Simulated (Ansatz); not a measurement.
One change: `C[Se][Ti]([Cl])([Cl])[Se]C` becomes `C[Se][Zr]([Cl])([Cl])[Se]C`.

Ansatz, PBE0-D4/def2-TZVP geometries, multiplicity 1. Each molecule was computed in one conformer, which needn't be the lowest. `C[Se][Zr]([Cl])([Cl])[Se]C` holds a close contact that its SMILES doesn't draw: H···Zr 2.72 Å.

Elements past krypton have def2 core potentials. Scalar relativity is left out up to krypton. Spin–orbit coupling is left out; it splits and shifts lone-pair levels of the heavy atoms by tenths of an eV.

```json
{"property": "LUMO energy (PBE0/def2-TZVPP) / eV", "`C[Se][Ti]([Cl])([Cl])[Se]C`": "-3.13"}
{"property": "HOMO–LUMO gap (PBE/def2-TZVPP) / eV", "`C[Se][Ti]([Cl])([Cl])[Se]C`": "1.84"}
{"property": "zero-point energy (PBE0-D4/def2-TZVP) / kJ/mol", "`C[Se][Ti]([Cl])([Cl])[Se]C`": "207.9"}
{"property": "LUMO energy (PBE/def2-TZVPP) / eV", "`C[Se][Ti]([Cl])([Cl])[Se]C`": "-4.04"}
{"property": "HOMO energy (PBE/def2-TZVPP) / eV", "`C[Se][Ti]([Cl])([Cl])[Se]C`": "-5.88"}
{"property": "HOMO–LUMO gap (ωB97M-V/def2-TZVPP) / eV", "`C[Se][Ti]([Cl])([Cl])[Se]C`": "7.92"}
```

What does the change do to each property? (An estimate is asked.)

Ansatz gave: 
```
                                      property  `C[Se][Zr]([Cl])([Cl])[Se]C`  shift
            LUMO energy (PBE0/def2-TZVPP) / eV                         -2.36   0.77
           HOMO–LUMO gap (PBE/def2-TZVPP) / eV                          2.92   1.08
zero-point energy (PBE0-D4/def2-TZVP) / kJ/mol                         205.4   -2.5
             LUMO energy (PBE/def2-TZVPP) / eV                         -3.11   0.93
             HOMO energy (PBE/def2-TZVPP) / eV                         -6.03  -0.15
       HOMO–LUMO gap (ωB97M-V/def2-TZVPP) / eV                          8.81   0.89
```

With PBE0 the HOMO falls by 0.21 eV and the LUMO rises by 0.77 eV, so the gap widens by about 0.98 eV. PBE moves the HOMO by -0.15 eV and ωB97M-V by -0.27 eV.
